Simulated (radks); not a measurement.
Values are calculated unless marked as measured or tabulated.
Cu, configuration [Ar] 3d8 4s1 4p2 (not the ground configuration). Code: a radial shooting solver on a logarithmic mesh with Libxc functionals. Model: Dirac Kohn-Sham, PBE, spin-unpolarised, spherical densities, point nucleus; open shells fill j = l - 1/2 first.

X-ray form factor f0, the Fourier transform of the density (f0(0) = 29):

| sin(theta)/lambda (1/angstrom) | f0 (electrons) |
|---|---|
| 0.05 | 28.215 |
| 0.1 | 26.446 |
| 0.15 | 24.514 |
| 0.2 | 22.706 |
| 0.25 | 21.017 |
| 0.3 | 19.406 |
| 0.4 | 16.392 |
| 0.5 | 13.759 |
| 0.6 | 11.613 |
| 0.8 | 8.737 |
| 1 | 7.190 |
| 1.25 | 6.108 |
| 1.5 | 5.308 |
| 2 | 3.865 |
